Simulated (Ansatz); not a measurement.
Program: Ansatz. Geometries: PBE0-D4/def2-TZVP. ΔE: electronic, gas phase. CBS: MP2 limit from def2 TZ/QZ plus the TZ coupled-cluster correction, frozen cores. DFT in def2-TZVPP. B3LYP here is the variant with VWN-RPA as its local correlation; programs differ in this. Elements past krypton have def2 core potentials. For In outer-core shells are correlated without core-valence functions, which leaves a few kJ/mol of doubt a bond. One conformer a species, not always the lowest.

`CC(C)[O][In]([Cl])[Cl]` + `C=[CH][AlH][F]` → `C=[CH][In]([Cl])[Cl]` + `CC(C)[O][AlH][F]`  (redistribution)

```json
{"species": "`CC(C)[O][In]([Cl])[Cl]`", "B3LYP energy (Eh)": "-1304.61575"}
{"species": "`C=[CH][AlH][F]`", "B3LYP energy (Eh)": "-421.05238"}
{"species": "`C=[CH][In]([Cl])[Cl]`", "B3LYP energy (Eh)": "-1188.78632"}
{"species": "`CC(C)[O][AlH][F]`", "B3LYP energy (Eh)": "-536.92375"}
```

Question: Work out ΔE.

Answer: ΔE = (-1188.78632) + (-536.92375) − (-1304.61575) − (-421.05238) = -0.04194 Eh = -110.1 kJ/mol. CCSD(T)/CBS gives -99.6 kJ/mol.

Largest T1 diagnostic among the species: 0.014.

The D4 term adds +4.3 kJ/mol with B3LYP and +2.4 kJ/mol with PBE0; it sums over pairs of atoms, weighted by their polarisabilities, and B3LYP, whose exchange is more repulsive, gets the larger term. In def2-TZVPP, CCSD(T) changes the Hartree–Fock value by +13.7 kJ/mol (the triples alone add +4.4 kJ/mol) and MP2 by +9.8 kJ/mol.
